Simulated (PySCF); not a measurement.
C2HF2, SMILES [CH]=C(F)F, multiplicity 2. Coordinates come from a PBE0-D3(BJ)/def2-TZVP optimisation. The isomer is the one that the SMILES or the coordinates give; other isomers of the formula were not compared.

The numbers are results of PBE0-D3(BJ)/def2-TZVP in PySCF, not measurements.

Harmonic wavenumbers (cm⁻¹): 422, 555, 562, 635, 742, 984, 1264, 1784, 3359. Rotational constants (GHz): 11.67, 10.99, 5.660; symmetry number 1.

Problem. Work out the zero-point energy and the ideal-gas rigid-rotor harmonic-oscillator thermochemistry at 298.15 K and 1 atm.

Solution. ZPE = ½ Σ hcν = ½ × 10307 cm⁻¹ = 14.73 kcal/mol. H − E(el) = 17.70 kcal/mol. Entropy in cal/(mol K): translation 38.34, rotation 23.61, vibration 2.73, spin 1.38, total 66.06. G − E(el) = -1.99 kcal/mol. Cp = 13.91 cal/(mol K).
